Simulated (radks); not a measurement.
Results of a calculation; reference values are marked as such.
Q: These are the eigenvalues of the occupied orbitals of an atom or ion with whole-number occupations (eV). Level of theory: scalar-relativistic Kohn-Sham, PBE, spin-unpolarised, spherical densities, finite nucleus; Fermi nuclear charge, rms radius of each element as measured or else 0.836 A^(1/3) + 0.57 fm (a radial shooting solver on a logarithmic mesh with Libxc functionals).

1s: -25352.43
2s: -3751.328
2p: -3367.282
3s: -705.4574
3p: -579.2652
3d: -380.1966
4s: -115.5545
4p: -78.7897
4d: -26.3087
4f: -2.4872

Which element is it, and in what charge state? The configuration may be excited.

A: Z = 47, silver, charge +1: Ag+ in [Ar] 3d10 4s2 4p5 4d10 4f1. The list shows which subshells hold electrons but not how many an open one holds; the 1s level, -931.68 hartree, gives Z - s = 43.2 by -(Z - s)^2/2, which with screening and relativity narrows Z to a few neighbours, and the depths of the outer levels then fix element, charge and occupations together.
